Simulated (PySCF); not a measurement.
How methods differ on the ionisation energy of Al⁺

Al⁺ [Ne] 3s2 (1S) → Al²⁺ [Ne] 3s1 (2S), as a difference of total energies. Computed with PySCF 2.14 in cc-pVDZ-DK (4s3p1d, 18 functions), with the spin-free X2C one-electron Hamiltonian (Gaussian nucleus). Correlated levels: valence: [Ne] frozen. The calculations carry no spin-orbit coupling.

| method | ionisation energy (eV) |
| --- | --- |
| UHF | 17.574 |
| BP86 | 18.907 |
| TPSS | 18.687 |
| MP2 (valence) | 18.254 |
| SCS-MP2 (valence) | 18.390 |
| CCSD (valence) | 18.619 |

Errors of the correlated levels include the incompleteness of this basis and the frozen core.

With two correlated electrons CCSD is exact in that space.

Which method comes closest to the reference value, and which is furthest?

The reference is 18.829 eV (measured; NIST Atomic Spectra Database, ionization energies). Closest: BP86 (error 0.078 eV); furthest: UHF (error -1.255 eV).
